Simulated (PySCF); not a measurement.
Task: Give a PBE0-D3(BJ)/def2-SVP geometry of `C#CCB(N)Cl`.

Result: 
```
atom  x, y, z in Å
C1    -1.6524    1.2767   -1.1030
C2    -1.0616    0.8581   -0.1302
C3    -0.3103    0.3234    0.9909
B4     0.8636   -0.6551    0.5618
N5     1.1482   -0.9302   -0.7643
Cl6    1.8379   -1.4103    1.8465
H7    -2.1960    1.6613   -1.9456
H8     0.1262    1.1428    1.5893
H9    -0.9788   -0.2176    1.6837
H10    1.8895   -1.5495   -1.0621
H11    0.5981   -0.5125   -1.5071
```

Orientation and origin are arbitrary. Atoms count from 1 in this order. The 6 heavy atoms lie in one plane (0.012 Å rms). The C–C distances run from 1.213 Å (C1≡C2, drawn triple) to 1.452 Å (C2–C3, drawn single), a spread of 0.239 Å. Of the pairs four or more bonds apart, C2···H11 is among the closest relative to their van der Waals radii: 2.56 Å, 88 % of the sum of Bondi's values. N5 (boron-bound nitrogen) is planar (angles 123.7°, 120.6° and 115.7°, sum 360.0°, 0.00 Å off the plane of its three neighbours).

Bonds between heavy atoms (Å): C1≡C2 1.213, C2–C3 1.452, C3–B4 1.587, B4–N5 1.384, B4–Cl6 1.781.

Computed, not measured: PBE0-D3(BJ)/def2-SVP geometry optimisation, gas phase in PySCF 2.14.0.

No frequency check. The numbers are those of one conformer (C2–C3–B4–N5 2°).
